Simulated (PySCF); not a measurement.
Harmonic spectrum computed at PBE0 in the def2-TZVP basis family (core potentials from Rb on, PySCF, no spin–orbit coupling):

| ω (cm⁻¹) | IR (km/mol) |
| --- | --- |
| 860 | 19.3 |
| 1007 | 46.9 |
| 1986 | 276 |

Which molecule gave it? In each, all ligands are bound to the one heavy central atom.
A. HAsO (singlet)
B. HGaO (singlet)
C. HSbO (singlet)
D. HPO (singlet)

A. It has Cs symmetry with As–H 1.570 Å, As–O 1.622 Å.
